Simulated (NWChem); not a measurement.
System: Si₂H₄F₂; SMILES F[SiH](F)[SiH3]

### Question
Give the equilibrium geometry at PBE-D3(BJ)/def2-SVP (NWChem) as an XYZ file, with the point group.

### Answer
point group Cs; any orientation.
```
8

Si     0.0007     1.7310    -0.1027
Si     0.0003    -0.5684     0.3674
F      1.3170    -1.2461    -0.3256
F     -1.3150    -1.2462    -0.3284
H      0.0037     1.9347    -1.5918
H      1.2258     2.3661     0.4959
H     -1.2271     2.3655     0.4910
H     -0.0012    -0.9556     1.8160
```
